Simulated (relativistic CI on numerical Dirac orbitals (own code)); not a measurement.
## Rh3+: L-alpha,beta X-ray emission

Computed with this model: Dirac-Coulomb-Breit CI, separate exchange-only KLI orbitals for each configuration, a model potential for QED, valence Slater integrals scaled by 0.9, multiplet model of X-ray emission after core ionisation; configurations [Kr] 4d6 → [He] 2s2 2p5 3s2 3p6 3d10 4s2 4p6 4d6 → [Ar] 3d9 4s2 4p6 4d6; 300 K; Lorentzian 2 eV and Gaussian 0.6 eV FWHM. Energies are those of the free ion, without screening or charge transfer. S is read from ⟨S²⟩ = S(S + 1).

Field parameters in Wybourne normalisation: D3d B²₀ = −7Dσ, B⁴₀ = −14Dq − 21Dτ, B⁴₃ = −14√(10/7) Dq. The field is a parameter set, without covalency.

free ion: ground-state S = 1.99, centroid 2744.80 eV. Peaks (eV, height): 2698.4 (100), 2831.2 (10), 2836.6 (37).

D3d, 10Dq = 22800, Dσ = 1000, Dτ = 140 cm⁻¹: ground-state S = 0.09, centroid 2744.85 eV. Peaks (eV, height): 2698.4 (100), 2830.6 (7), 2836.2 (40).

Strongest unbroadened transitions for free ion:

| Energy (eV) | Relative strength |
| --- | --- |
| 2697.38 | 21.6 |
| 2697.72 | 20.2 |
| 2697.80 | 6.7 |
| 2697.94 | 6.7 |
| 2698.21 | 17.4 |
| 2698.36 | 11.6 |
| 2698.42 | 100.0 |
| 2698.70 | 22.5 |
| 2698.78 | 29.9 |
| 2698.91 | 6.9 |
| 2699.11 | 8.3 |
| 2831.16 | 10.9 |
| 2834.83 | 8.7 |
| 2835.43 | 7.1 |
| 2836.17 | 9.0 |
| 2836.26 | 7.5 |
| 2837.38 | 9.0 |
| 2837.77 | 25.9 |
